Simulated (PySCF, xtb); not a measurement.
ClHMoO₂S, SMILES [O]=[Mo](=[O])([SH])[Cl], multiplicity 1.

xtb with GFN2-xTB at its own geometry gives an orbital gap of 3.08 eV and a dipole moment of 3.87 D.

Geometry optimised at PBE0-D3(BJ)/def2-SVP. The spin state was assumed, not searched. The structure was generated by enumeration; whether it is a known compound was not checked. The def2 effective core potentials stand for the cores of Mo; spin–orbit coupling is left out. The values are those of a single conformer.

Question: What does PBE/def2-TZVP (PySCF) give? (Estimate from the structure and the level; the computed values follow.)

Answer: gap 3.33 eV (levels -7.44 and -4.11 eV), dipole 2.05 D.
